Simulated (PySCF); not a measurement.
Positional isomers: butadiene boryl. Gas-phase values, no solvent. One relaxed conformer stands for each flexible species; it need not be the lowest. Strings in code marks are SMILES.

The brightest of the four lowest singlets (TDA) from two functionals at the same geometries (B3LYP-D3(BJ)/def2-TZVP), both in PySCF: PBE-D3(BJ)/def2-TZVP and B3LYP-D3(BJ)/def2-TZVP. B3LYP has the VWN-RPA correlation part, as in Gaussian. Excitations are Tamm–Dancoff values on a coarser integration grid. The basis has no diffuse functions, so Rydberg states are missing or too high.

| species | PBE-D3(BJ)/def2-TZVP (eV) | B3LYP-D3(BJ)/def2-TZVP (eV) |
|---|---|---|
| `BC(=C)C=C` | 5.84 | 6.09 |
| `B/C=C/C=C` | 4.93 | 5.07 |
| `B/C=C\C=C` | 4.59 | 4.79 |

Over these rows, drawn at random from the members with no instability flagged (it was tested for open shells, ions and some series alone), PBE minus B3LYP-D3(BJ): mean -0.20 eV, from -0.25 eV to -0.14 eV.
